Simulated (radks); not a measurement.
Values are calculated unless marked as measured or tabulated.
All-electron atom: the cadmium ion Cd36+ in [Ne] 3s2. Level of theory: scalar-relativistic Kohn-Sham, PBE, spin-polarised, spherical densities, finite nucleus; Fermi nuclear charge, rms radius 4.6087 fm (a radial shooting solver on a logarithmic mesh with Libxc functionals).

Normalised radial functions P(r) = r R(r), r in bohr:

r,1s,2p,3s
0.003472,2.1932,0.0407,0.3738
0.004819,2.7954,0.0727,0.4730
0.00669,3.4750,0.1290,0.5803
0.009213,4.1563,0.2231,0.6780
0.01279,4.7634,0.3838,0.7413
0.01775,5.1110,0.6417,0.7193
0.02465,5.0064,1.0294,0.5482
0.03421,4.3236,1.5576,0.1731
0.0475,3.1381,2.1734,-0.3942
0.06593,1.7922,2.7134,-0.9862
0.0908,0.7552,2.9104,-1.2328
0.126,0.1989,2.5487,-0.7315
0.175,0.0280,1.6832,0.5474
0.2429,0.0017,0.7551,1.8051
0.3372,0.0000,0.1988,1.9671
0.4681,0.0000,0.0250,1.0776
0.6498,0.0000,0.0011,0.2742
0.8948,0.0000,0.0000,0.0278

1s: eigenvalue -28690 eV, 0 radial nodes, <r> = 0.0304 bohr, 90 % of the charge inside 0.0545 bohr. 2p: eigenvalue -5604.2 eV, 0 radial nodes, <r> = 0.113 bohr, 90 % of the charge inside 0.182 bohr. 3s: eigenvalue -2396.1 eV, 2 radial nodes at r = 0.0382, 0.154 bohr, <r> = 0.313 bohr, 90 % of the charge inside 0.453 bohr.
